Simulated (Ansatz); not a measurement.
```csv
atom,x (Å),y (Å),z (Å)
Cl,0.0000,0.0000,0.0000
Al,0.0000,0.0000,6.2440
```

Basis set: pcseg-2 (spherical functions). Charge 0, multiplicity 1.

Computed with Ansatz (development build ahead of 0.2.0); each method stands on the lowest determinant of its kind that the runs found.

(1) Give the atomization energy at this shape (free ground-state atoms in the same class of orbitals less the molecule, no zero-point energy) of singlet AlCl in separate pieces by PBE (unrestricted), UHF, RHF.

Results:

(1)

```json
{"method": "PBE (unrestricted)", "atomization energy": "1.13 eV"}
{"method": "UHF", "atomization energy": "0.01 eV"}
{"method": "RHF", "atomization energy": "-0.75 eV"}
```

Caution: the shape is not the minimum. Caution for PBE (unrestricted): charge can spread falsely over distant fragments; the unrestricted determinant is spin contaminated. Caution for UHF: the unrestricted determinant is a mixture of spin states. Caution for RHF: an unrestricted determinant lies well below.
